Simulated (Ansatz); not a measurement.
**Relaxing a trial structure of FHSi2Sn**

The starting geometry of this gas-phase singlet was optimised with GFN2-xTB.

```yaml
atoms:
  - { symbol: F, position_ang: [-1.7106, -3.3654, -0.6391] }
  - { symbol: Si, position_ang: [-1.4629, -1.7774, -0.9252] }
  - { symbol: Si, position_ang: [-1.3320, 0.3980, -1.1311] }
  - { symbol: Sn, position_ang: [0.3808, -0.9145, -2.8439] }
  - { symbol: H, position_ang: [0.5912, -2.8369, -2.6219] }
```

**Question.** Predict what it relaxes into with PBE0-D3(BJ)/def2-SVP.

**Answer.** A new bond forms, giving a structure with H5 bridging Sn4 and Si2, given below by its coordinates. Distances that change by over a tenth: Sn4–H5 (1.95 → 2.18 Å). Contacts that close: Si2–H5 (2.87 → 1.58 Å).

The energy falls by 0.95 eV over 11 steps:

```json
{"step": "1", "E − E(last) (eV)": "0.951"}
{"step": "2", "E − E(last) (eV)": "0.749"}
{"step": "3", "E − E(last) (eV)": "0.569"}
{"step": "4", "E − E(last) (eV)": "0.344"}
{"step": "5", "E − E(last) (eV)": "0.082"}
{"step": "7", "E − E(last) (eV)": "0.003"}
{"step": "8", "E − E(last) (eV)": "0.001"}
{"step": "9", "E − E(last) (eV)": "0.000"}
{"step": "10", "E − E(last) (eV)": "0.000"}
{"step": "11", "E − E(last) (eV)": "0.000"}
```

Final geometry (Å):

```yaml
atoms:
  - { symbol: F, position_ang: [-1.6864, -3.3367, -0.5902] }
  - { symbol: Si, position_ang: [-1.0786, -1.9880, -1.2591] }
  - { symbol: Si, position_ang: [-1.2845, 0.1914, -1.2111] }
  - { symbol: Sn, position_ang: [0.5426, -0.6831, -2.8889] }
  - { symbol: H, position_ang: [-0.0266, -2.6799, -2.2119] }
```

Frequencies at the end are all real (lowest 105 cm⁻¹). Atoms past krypton carry core potentials, without spin–orbit terms. Run with Ansatz 0.2.0, 23 s on 2 threads of Intel(R) Xeon(R) Platinum 8259CL CPU @ 2.50GHz (Skylake/Cascade Lake), on a shared host.
